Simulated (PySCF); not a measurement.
CH3Zn, neutral, multiplicity 2. Atoms are numbered in the order given.

```xyz
5

Zn     0.0000     0.0000    -0.4965
C      0.0000     0.0000     1.5394
H      0.8963     0.5175     1.8864
H      0.0000    -1.0349     1.8864
H     -0.8963     0.5175     1.8864
```
Charge 0, spin multiplicity 2.

Geometry: TPSSh-D3(BJ)/def2-TZVP. The spin state was assumed, not searched. The isomer is the one that the SMILES or the coordinates give; other isomers of the formula were not compared.

The numbers are results of IEF-PCM-ωB97X/def2-SVP in PySCF, not measurements.

The values are the electrostatic part of the solvation free energy, E(continuum) − E(gas) at the gas-phase geometry, in a cavity of scaled van der Waals radii (PySCF's table); cavitation and dispersion terms are not included. A continuum can't describe solvent molecules that bind to the metal. The dipole moment in vacuum is 0.23 D.

Computed values in water (ε = 78.36), cyclohexanone (ε = 15.62), 2-propanol (ε = 19.26):
| solvent | ε | ΔG(elec) (kcal/mol) | dipole (D) |
|---|---|---|---|
| water | 78.36 | -4.2 | 1.19 |
| cyclohexanone | 15.62 | -3.8 | 1.11 |
| 2-propanol | 19.26 | -3.9 | 1.13 |
